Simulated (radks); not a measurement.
Q: These are the eigenvalues of the occupied orbitals of an atom or ion with whole-number occupations (Ry). Method: scalar-relativistic Kohn-Sham, BLYP, spin-polarised, spherical densities, point nucleus; computed with a radial shooting solver on a logarithmic mesh with Libxc functionals.

orbital  eigenvalue
1s up     -981.9800
1s down   -981.9674
2s up     -130.2462
2s down   -130.2393
2p up     -115.2396
2p down   -115.2278
3s up     -20.29452
3s down   -20.27793
3p up     -15.55613
3p down   -15.53743
3d up      -7.71267
3d down    -7.68890
4s up      -4.04564
4s down    -3.88732
4p up      -2.99143

Which element is it, and in what charge state? The configuration may be excited. Open shells, if any, are filled with parallel spins first.

A: Z = 35, bromine, charge +3: Br3+ in [Ar] 3d10 4s2 4p2. The list shows which subshells hold electrons but not how many an open one holds; the 1s level, -490.99 hartree, gives Z - s = 31.3 by -(Z - s)^2/2, which with screening and relativity narrows Z to a few neighbours, and the depths of the outer levels then fix element, charge and occupations together.
